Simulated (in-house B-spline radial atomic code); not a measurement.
## RPA and G0W0 on TPSS: P⁵⁺

Configuration [He] 2s2 2p6, mean-field start TPSS. Computed with a B-spline radial code for spherical atoms: all electrons, scalar-relativistic (spin-free one-electron X2C), finite nucleus, each spin shell either full or empty, empty states to l = 9 with an (l + 1/2)⁻⁴ tail; G0W0 by contour deformation at full frequency.

Command:
```bash
python run_gw.py task.json out
```
Settings (radii: box in bohr, nucleus in fm):
```
Z                        15
electrons                10
configuration            [He] 2s2 2p6
hamiltonian              x2c
method                   tpss,tpss
lmax                     9
rms_radius               3.1889
spin_polarised           False
box_radius               10.43
intervals                68
```

Cost of the run: 1.2 s on 1 thread of Intel(R) Xeon(R) Platinum 8488C, on a shared host.

Energies (hartree):

```csv
term,value
mean-field total,-335.61266
Hartree-Fock functional on these orbitals,-335.17499
direct second order,-0.67312
second-order exchange,0.23817
SOSEX correction,0.22322
```

Problem. What is the RPA correlation energy, and what remains with SOSEX?

Solution. RPA gives -0.6136 hartree (-1.67 eV per electron); RPA + SOSEX gives -0.39038, and the second-order doubles -0.43495 hartree (no singles). RPA lacks exchange-type terms and so overcorrelates at short range.

Quasi-particle levels (eV):

```
level  occupied  mean field  Σx - vxc     Σc  QP weight      G0W0
   2p       yes     -200.41    -22.15      ?          ?         ?
   2s       yes     -250.68    -29.51   5.18      0.959   -275.02
   1s       yes    -2169.83    -91.10  29.03      0.864  -2231.90
   3s        no      -70.76      6.52  -0.64      0.997    -64.88
```

G0W0 = mean field + (Σx - vxc) + Σc, with Σc (partial-wave tail included) taken at the quasi-particle energy.

Problem. Where does G0W0 put 2p?

Solution. At -220.36 eV, with Σc = 2.20 eV and a quasi-particle weight of 0.972. The tabulated removal energy is 220.43 ± 0.005 eV (NIST, semi-empirical); the calculation leaves out spin-orbit coupling, Breit and QED terms, and what these don't explain is the method's own error.
